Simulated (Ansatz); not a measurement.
Ideal-gas functions of C₂HF₃Zr, SMILES `C#[C][Zr]([F])([F])[F]` at 298.15 K and 1 bar, from an Ansatz frequency run at PBE0-D4/def2-TZVP.

Molar mass 173.25 g/mol, point group C3v (symmetry number 3), electronic degeneracy 1, moments of inertia 181.684, 320.356, 320.358 u Å². Harmonic wavenumbers (cm⁻¹, unscaled): 85, 85, 168, 168, 169, 217, 217, 460, 677, 687, 687, 748, 748, 2089, 3448.

Use S(trans) = R[1.5 ln M + 2.5 ln T − 1.1517]; rotational temperatures θ = 24.2544 K / I; S(rot) = R[ln(√π/σ · √(T³/θAθBθC)) + 1.5]; for each mode x = 1.438777 ν̃/T, S = R[x/(eˣ − 1) − ln(1 − e⁻ˣ)] and H = RT x/(eˣ − 1); 1 cm⁻¹ = 0.0119627 kJ/mol; R = 8.31446 J/(mol·K).

Problem. By hand: the entropy, in J/(mol·K).

Solution. Translation 173.1. Rotation: θ = 0.1335, 0.0757, 0.0757 K, giving 109.0. Vibration, mode by mode: 15.78, 15.78, 10.28, 10.28, 10.24, 8.30, 8.30, 3.21, 1.40, 1.35, 1.35, 1.06, 1.06, 0.00, 0.00, in all 88.4. Electronic 0.0. Sum 370.5 J/(mol·K).

Problem. By hand: H − E and G − E in kJ/mol, counted from the electronic energy.

Solution. Zero-point energy ½ × 10653 × 0.0119627 = 63.7; thermal vibration 13.7; translation, rotation and pV give 4 RT = 9.9. H − E = 87.3 kJ/mol, and G − E = 87.3 − 298.15 × 370.5/1000 = -23.2 kJ/mol.

Vibration gives 24 % of the entropy, 31.6 J/(mol·K) of it from the modes under 150 cm⁻¹: soft modes count most, and the harmonic formula is weakest for them.
